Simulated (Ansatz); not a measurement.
Total energies of C3H5F3Ge, SMILES `C=C[CH2][Ge]([F])([F])[F]`.

Z-matrix (Å, degrees):
```
C
C 1 1.492
Ge 1 1.931 2 111.4
H 1 1.092 2 112.1 3 -119.5
H 1 1.094 2 112.2 3 118.5
C 2 1.325 1 124.3 3 108.2
H 2 1.087 1 116.1 3 -70.8
F 3 1.716 1 113.2 2 170.2
F 3 1.713 1 113.5 2 -69.7
F 3 1.715 1 112.8 2 50.4
H 6 1.085 2 121.7 1 0.5
H 6 1.083 2 121.2 1 -179.3
```

Total charge 0; spin multiplicity 1. Correlated methods include outer-core shells of Ge, which these sets cover unevenly. Scalar relativity is left out up to krypton. All single points use the PBE0-D4/def2-TZVP geometry. It is one conformer, not always the lowest. Basis def2-TZVPP, Ansatz 0.2.0.

RPA on PBE orbitals: Hartree–Fock energy of these orbitals -2490.39771 Eh, correlation -2.28375 Eh (frozen core).

| functional | energy without D4 (Eh) | D4 term (kJ/mol) |
| --- | --- | --- |
| LDA (SPW92) | -2487.99641 | – |
| PBE | -2493.39340 | -25.9 |
| revPBE | -2493.84765 | -77.7 |
| r2SCAN | -2493.95353 | -6.6 |
| B97M-V | -2493.66285 | – |
| B3LYP | -2494.20228 | -41.6 |
| r2SCANh | -2493.92358 | -7.0 |
| r2SCAN0 | -2493.88094 | -7.7 |
| BHLYP | -2493.95255 | -31.6 |
| CAM-B3LYP | -2494.14406 | -22.4 |
| ωB97X-V | -2493.83030 | – |
| ωB97M-V | -2493.91318 | – |
| B2PLYP | -2493.52647 | – |
| PBE-QIDH | -2493.08731 | – |

Q: Give the same for BLYP, PBE0, HSE06 (plane-wave form), LC-ωPBE. (An estimate is asked.)

A: The calculation gave: 
```json
{"functional": "BLYP", "energy without D4 (Eh)": "-2494.12952", "D4 term (kJ/mol)": "-56.5"}
{"functional": "PBE0", "energy without D4 (Eh)": "-2493.46037", "D4 term (kJ/mol)": "-22.0"}
{"functional": "HSE06 (plane-wave form)", "energy without D4 (Eh)": "-2493.44228", "D4 term (kJ/mol)": "-20.5"}
{"functional": "LC-ωPBE", "energy without D4 (Eh)": "-2493.63934", "D4 term (kJ/mol)": "–"}
```

B3LYP takes the VWN-RPA correlation (the form of Gaussian; ORCA's B3LYP/G). HSE06 is the plane-wave form, built on full-range PBE exchange. The double hybrids freeze the cores in their second-order part.

LC-ωPBE has ω = 0.4 bohr⁻¹.
